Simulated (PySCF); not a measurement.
**UHF on Mn⁺ (manganese, charge +1)**

Configuration: [Ar] 3d5 4s1, high-spin 7S determinant. Computed with PySCF 2.14 in ANO-RCC-VTZP (6s5p3d2f1g, 59 functions), with the spin-free X2C one-electron Hamiltonian (Gaussian nucleus).

```
Total energy                        : -1157.162046 hartree
One-electron energy                 : -1587.8618 hartree
Hartree (Coulomb) energy            : 482.0867 hartree
Exchange energy                     : -51.3870 hartree
⟨S²⟩                                : 12.0003
⟨L²⟩                                : 0.000
Sum of ⟨r⟩                          : 17.85 bohr
Sum of ⟨r²⟩                         : 25.78 bohr²
Langevin diamagnetic susceptibility : -20.4 ×10⁻⁶ cm³/mol
```

```
shell  electrons  mean orbital energy (hartree)  rms radius, mean of both spins (bohr)
 1s α          1                     -242.77829                                 0.0703
 1s β          1                     -242.77400                                 0.0703
 2s α          1                      -29.88728                                  0.302
 2s β          1                      -29.75293                                  0.302
 2p α          3                      -25.24198                                  0.273
 2p β          3                      -25.11234                                  0.273
 3s α          1                       -4.38250                                  0.916
 3s β          1                       -3.96181                                  0.916
 3p α          3                       -3.03264                                  0.987
 3p β          3                       -2.53270                                  0.987
 3d α          5                       -0.92317                                   1.28
 4s α          1                       -0.55072                                   3.07
```

Densities and radii are taken from the X2C orbitals without a picture-change correction, which distorts them close to the nucleus.

Spin-orbit constants ζ (cm⁻¹) from the X2C one-electron operator on these orbitals: bare nucleus, nucleus screened by l(l+1)(2l+1)/3 electrons, and screened by the Breit-Pauli mean field of the electrons.

```tsv
shell	bare	screened nucleus	mean field
2p	59280	54540	n/a
3p	7045	6482	n/a
3d	601.3	360.8	n/a
```
